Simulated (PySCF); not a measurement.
## Working out the ionisation energy of Te²⁺

Te²⁺ [Kr] 4d10 5s2 5p2 (3P) → Te³⁺ [Kr] 4d10 5s2 5p1 (2P). All numbers are calculated (PySCF 2.14, scalar relativity through the core potential, in aug-cc-pVQZ-PP with ECP28MDF (7s7p5d3f2g, 92 functions)). Frozen: 4s2 4p6 4d10. Energies in hartree (1 hartree = 27.21139 eV):

| part | Te²⁺ (lower) | Te³⁺ (upper) |
| --- | --- | --- |
| UHF | -266.048158 | -265.057009 |
| MP2 opposite-spin | -0.043853 | -0.035981 |
| MP2 same-spin | -0.008322 | -0.002454 |

**Question.** What does Hartree-Fock give?

**Answer.** (-265.057009) − (-266.048158) = 0.991149 hartree = 26.971 eV.

**Question.** What do MP2 and SCS-MP2 (6/5 opposite-spin, 1/3 same-spin) give?

**Answer.** The opposite-spin parts differ by 0.214 eV and the same-spin parts by 0.160 eV. MP2: 26.971 + (0.214) + (0.160) = 27.345 eV. SCS-MP2: 26.971 + 1.2 × (0.214) + (0.160)/3 = 27.281 eV.

Reference: 27.84 ± 0.04 eV (measured; NIST Atomic Spectra Database, ionization energies), between the lowest levels; spin-orbit coupling is absent from the calculation.

What remains against the reference includes basis incompleteness, the frozen core and correlation beyond second order.
